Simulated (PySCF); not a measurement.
Species: C5H8GeO.
Atom-mapped SMILES: `[CH3:1][C:2]#[C:3][GeH2:4][C:5]([CH3:6])=[O:7]` (hydrogens: H8, H9, H10 on C1; H11, H12 on Ge4; H13, H14, H15 on C6)

Level of theory: core-valence-separated Tamm–Dancoff BHandHLYP/aug-pcX-1 (pcseg-1 on H, def2-SVPD on Ge) in PySCF, non-relativistic, gas phase, PBE0-D3(BJ)/def2-SVP geometry. BHandHLYP without relativity tends to put these K edges a few eV too low, so spacings mean more than positions.

Q: What does the C 1s absorption edge look like?

A: 
| E (eV) | f | core hole on | main final orbital | polarisation |
| --- | --- | --- | --- | --- |
| 283.08 | 0.0763 | C5 | LUMO (79 %) | normal to the local trigonal plane |
| 283.25 | 0.1074 | C3 | LUMO+3/LUMO+7 (2 roots, f summed) | across the triple bond |
| 283.44 | 0.0539 | C2 | LUMO+3 (55 %) | across the triple bond |
| 283.50 | 0.0551 | C2 | LUMO+5 (35 %) | across the triple bond |
| 284.51 | 0.0003 | C6 | LUMO (93 %) | – |
| 285.64 | 0.0045 | C3 | LUMO (83 %) | across the triple bond |
| 285.66 | 0.0100 | C6 | LUMO+2 (47 %) | – |
| 285.76 | 0.0006 | C3 | LUMO+1 (72 %) | – |
| 286.00 | 0.0036 | C1 | LUMO+1 (77 %) | – |
| 286.06 | 0.0176 | C3 | spread | along the triple bond |
| 286.17 | 0.0008 | C2 | LUMO+1 (84 %) | – |
| 286.27 | 0.0346 | C6 | LUMO+5 (38 %) | – |
| 286.35 | 0.0292 | C1 | LUMO+3/LUMO+5 (2 roots, f summed) | – |
| 286.46 | 0.0210 | C6 | LUMO+3 (41 %) | – |
| 286.61 | 0.0106 | C3 | spread | across the triple bond |
| 286.68 | 0.0021 | C3 | LUMO+2 (43 %) | along the triple bond |
| 286.79 | 0.0161 | C6 | spread | – |
| 286.91 | 0.0071 | C2 + C3 | LUMO/LUMO+5 (2 roots, f summed) | – |
| 287.17 | 0.0021 | C3 | LUMO+4 (33 %) | across the triple bond |

The first line with a tenth or more of the strongest one's intensity is at 283.08 eV (f = 0.076), with the hole on C5 (carbonyl carbon), polarised normal to the local trigonal plane: a 1s→π* resonance. The strongest listed is at 283.25 eV (f = 0.107, sum of 2; C3, 1s→π*).

Q: Give energies, oscillator strengths and core holes at the O K edge.

A: 
| E (eV) | f | core hole on | main final orbital | polarisation |
| --- | --- | --- | --- | --- |
| 528.40 | 0.0515 | O7 | LUMO (81 %) | normal to the local trigonal plane |
| 533.89 | 0.0012 | O7 | LUMO+2 (42 %) | in the local trigonal plane |
| 534.32 | 0.0039 | O7 | LUMO+3 (63 %) | in the local trigonal plane |
| 534.40 | 0.0045 | O7 | spread | in the local trigonal plane |
| 534.99 | 0.0015 | O7 | LUMO+4 (38 %) | in the local trigonal plane |
| 535.07 | 0.0006 | O7 | LUMO+1/LUMO+5 (2 roots, f summed) | – |

The first line with a tenth or more of the strongest one's intensity is at 528.40 eV (f = 0.051), with the hole on O7 (carbonyl oxygen), polarised normal to the local trigonal plane: a 1s→π* resonance. It is also the strongest listed.

Roots within 0.03 eV whose holes lie on the same, on equivalent or on shared atoms are summed into one line, and the highest roots are left out, as the search may have cut off their partners. Final orbitals are the ground state's empty Kohn–Sham orbitals. A dash: too weak, shared between unlike atoms, or no plane or axis to refer to.

Q: What length of transition dipole belongs to the line at 286.27 eV?

A: From f = (2/3) ΔE |μ|² in atomic units, with ΔE = 10.520 Eh and f = 0.0346: |μ| = 0.070 au = 0.18 D.

The ionisation thresholds weren't computed; near and above them a finite basis only mimics Rydberg series and continuum. The BHandHLYP/aug-pcX-1 (pcseg-1 on H, def2-SVPD on Ge) calculation is non-relativistic and has no spin–orbit coupling, an omission that weighs most on germanium.

Shape of the structure used: `[CH3:1][C:2]#[C:3][GeH2:4][C:5]([CH3:6])=[O:7]`: C3–Ge4–C5–C6 -6°.

One conformer stands for the species.
